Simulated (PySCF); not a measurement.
# CH3BCl2O: core ionisation energies

BCl2(OMe), CH3BCl2O.
Geometry (PBE0-D3(BJ)/def2-SVP, Å), atoms numbered from 1 in this order:
```xyz
8
CH3BCl2O angstrom
B      0.3208    1.0422    0.6900
Cl     2.0396    0.6321    0.6632
Cl    -0.1976    2.4895    1.5374
O     -0.6032    0.2964    0.0892
C     -0.3863   -0.8983   -0.6239
H     -0.9184   -0.8316   -1.5831
H     -0.8004   -1.7404   -0.0496
H      0.6837   -1.0757   -0.8069
```

Method: delta-SCF UKS SCAN, pcX-2 on the ionised atom, pcseg-1 elsewhere, spin-free X2C (PySCF). Vertical ΔSCF values, vacuum level as zero.

Problem. Give the core binding energies atom by atom.

Solution. 
```tsv
atom(s)	bonded to	level	binding energy (eV)	2p1/2 (eV)	count
Cl2/Cl3	B	Cl 1s	2829.17	–	2
O4	C and B	O 1s	539.65	–	1
C5	O and 3 H	C 1s	293.14	–	1
Cl2/Cl3	B	Cl 2p3/2	206.59	208.24	2
B1	O and 2 Cl	B 1s	199.08	–	1
```

Problem. Which photon wavelength matches the Cl 2p3/2 of Cl2/Cl3 threshold?

Solution. λ = hc/E = 12398.42 eV Å / 206.59 eV = 60.015 Å.

Problem. Give the binding energy of Cl 2p3/2 of Cl2/Cl3 in hartree and in kJ/mol.

Solution. 206.59 eV = 7.5920 Eh = 19933 kJ/mol.

One atom of each set of topologically equivalent atoms was ionised and stands for the set; in this conformer not all members are related by symmetry, and their own values weren't computed. Spin–orbit coupling isn't in the SCF: each 2p doublet comes from a relaxed spin-free hole plus a matrix of the shell (mean-field spin–orbit coupling and the ground-state 2p splitting), with 2p3/2 averaged over its two sublevels. 2p1/2 minus 2p3/2 (ligand field included): Cl 1.65 eV. The structure is a single PBE0-D3(BJ)/def2-SVP conformer in the gas phase; no vibrational or solvent corrections.
